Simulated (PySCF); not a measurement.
## Mercury: a sound run and one with changed settings

Sound run: Hg⁺ [Xe] 4f14 5d10 6s1, Hg²⁺ [Xe] 4f14 5d10. Calculation: PySCF 2.14, in def2-TZVP with the def2 core potential (60 electrons) (6s5p3d1f, 43 functions); a scalar-relativistic core potential. The sound run starts from symmetry-adapted Hartree-Fock orbitals and uses a fine grid where one is needed.

A second run was set up differently.

```json
{"species": "Hg⁺", "method": "UHF", "sound run (hartree)": "-152.24196", "changed run (hartree)": "-152.24196", "converged": "yes"}
{"species": "Hg⁺", "method": "PBE", "sound run (hartree)": "-153.17278", "changed run (hartree)": "-159.04394", "converged": "yes"}
{"species": "Hg⁺", "method": "M06-L", "sound run (hartree)": "-153.24745", "changed run (hartree)": "-159.74806", "converged": "yes"}
{"species": "Hg²⁺", "method": "UHF", "sound run (hartree)": "-151.61192", "changed run (hartree)": "-151.61192", "converged": "yes"}
{"species": "Hg²⁺", "method": "PBE", "sound run (hartree)": "-152.46933", "changed run (hartree)": "-158.52348", "converged": "yes"}
{"species": "Hg²⁺", "method": "M06-L", "sound run (hartree)": "-152.57379", "changed run (hartree)": "-159.25163", "converged": "yes"}
```

Ionisation energy of Hg⁺:

| method | sound run (eV) | changed run (eV) |
| --- | --- | --- |
| UHF | 17.144 | 17.144 |
| PBE | 19.142 | 14.162 |
| M06-L | 18.331 | 13.509 |

Q: What was changed?
A. all electrons correlated in a valence basis
B. too few SCF iterations
C. basis contracted for another Hamiltonian
D. radial grid too coarse

A: D. It used radial step 1.2 in ln r (0.13 in the sound run). A coarse radial grid mis-integrates the density and the exchange-correlation energy, with errors of either sign; Hartree-Fock needs no grid.
